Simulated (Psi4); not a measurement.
CdI₂ (SMILES [I][Cd][I]), singlet, at a GFN2-xTB geometry (such geometries of metal compounds can be far from the true shape) (core potentials on Cd, I). Base run: TPSS/def2-SVP in Psi4.

Geometry (Å):
```xyz
3

Cd    -0.4527     0.2203     0.3131
I      0.0210     1.7985    -1.7431
I      0.3890    -1.9980     1.4595
```
All else is at Psi4's defaults (density fitting).
Base energy -762.93568 Eh.

Each row names what was changed in the base input (with any setting that the change needs).

| change | ΔE vs base (mEh) | SCF cycles | grid points | basis functions | outcome |
|---|---|---|---|---|---|
| base | 0.000 | 10 | 62595 | 83 | converged |
| dft_radial_points = 99 | 0.004 | 10 | 81572 | 83 | converged |
| cholesky_tolerance = 1e-6 (with scf_type cd) | 0.100 | 10 | 62595 | 83 | converged |
| basis_guess = sto-3g | - | - | - | 83 | stopped with an error |
| dft_radial_points = 50 | 0.762 | 10 | 41795 | 83 | converged |
| df_basis_scf = cc-pvqz-jkfit | - | - | - | 83 | input refused |
| basis_guess = true | 0.000 | 6 | 62595 | 83 | converged |
| guess = huckel | 0.000 | 10 | 62595 | 83 | converged |
| cholesky_tolerance = 1e-3 (with scf_type cd) | -2.561 | 10 | 62595 | 83 | converged |
| scf_type = dfdirj+cosx | 0.000 | 11 | 62595 | 83 | converged |
| dft_pruning_scheme = treutler | 0.000 | 10 | 62595 | 83 | converged |
| level_shift = 0.3 | 0.000 | 9 | 62595 | 83 | converged |
| dft_spherical_points = 434 | -0.026 | 10 | 89922 | 83 | converged |

- basis_guess = sto-3g: ended with `psi4.driver.p4util.exceptions.ValidationError: Projecting from basis (STO-3G) with (0) ECP electrons to basis (DEF2-SVP) with (84) ECP electrons will be a disaster. Select a compatible cast-up basis with 'set guess_basis YOUR_BASIS_HERE'.`
- df_basis_scf = cc-pvqz-jkfit: ended with `psi4.driver.qcdb.exceptions.BasisSetNotFound: BasisSet::construct: Unable to find a basis set for atom 1 for key JKFIT among:`
